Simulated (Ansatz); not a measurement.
Species: C$_{6}$H$_{15}$In, SMILES `C[CH2][In]([CH2]C)[CH2]C` (charge 0, multiplicity 1).

Task: Give a relaxed geometry from r2SCAN-D4/def2-SVP run with Ansatz (a quantum-chemistry and plane-wave program).

Result: Several could match; the one computed here: the end point of this relaxation, one of several conformers (outside a Z-matrix the atoms follow the SMILES, hydrogens last).
Cartesian coordinates (Å) in one orientation:
```xyz
22

C     -1.711     2.656    -0.216
C     -0.313     2.126    -0.528
In     0.012     0.008    -0.045
C     -1.602    -1.166     0.874
C     -1.267    -2.631     1.146
C      1.950    -0.932    -0.476
C      2.947    -0.050    -1.224
H     -1.822     3.726    -0.472
H     -1.961     2.557     0.854
H     -2.493     2.113    -0.773
H     -0.068     2.256    -1.598
H      0.459     2.700     0.017
H     -1.887    -0.644     1.806
H     -2.482    -1.076     0.211
H     -2.110    -3.176     1.609
H     -1.006    -3.174     0.222
H     -0.405    -2.738     1.827
H      2.364    -1.263     0.494
H      1.744    -1.864    -1.035
H      2.563     0.264    -2.209
H      3.179     0.874    -0.669
H      3.909    -0.564    -1.406
```
